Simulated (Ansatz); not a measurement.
Molecule: sum formula CuN2H6, net charge 1, singlet state. 
Coordinates optimised at B3LYP-D3(BJ)/def2-TZVP (Ansatz, a quantum-chemistry and plane-wave program):
SMILES: [NH3]->[Cu+]<-[NH3]
```xyz
9

Cu     0.0000     0.0000     0.0000
N     -1.1464    -0.5233     1.4723
H     -1.5401     0.2819     1.9559
H     -0.6463    -1.0698     2.1713
H     -1.9322    -1.0923     1.1622
N      1.1464     0.5233    -1.4723
H      0.9244     1.4554    -1.8178
H      1.0647    -0.1107    -2.2652
H      2.1295     0.5355    -1.2064
```
Charge +1, spin multiplicity 1.

Basis-set convergence of Hartree-Fock and MP2 correlation energies (hartree) with Ansatz. Cores are frozen in the correlated levels unless marked. Spin-orbit coupling is left out. Frozen are the shells of the preceding noble gas and the d and f shells that filled before the atom's block. Non-relativistic.

| basis | functions | E(HF) | E(corr, MP2) |
|---|---|---|---|
| def2-SVP | 89 | -1750.89500 | -0.68869 |
| def2-TZVPP | 210 | ? | ? |

Task: Fill in the missing entries.

Result: 
- def2-TZVPP, E(HF): -1751.25415
- def2-TZVPP, E(corr, MP2): -0.97859
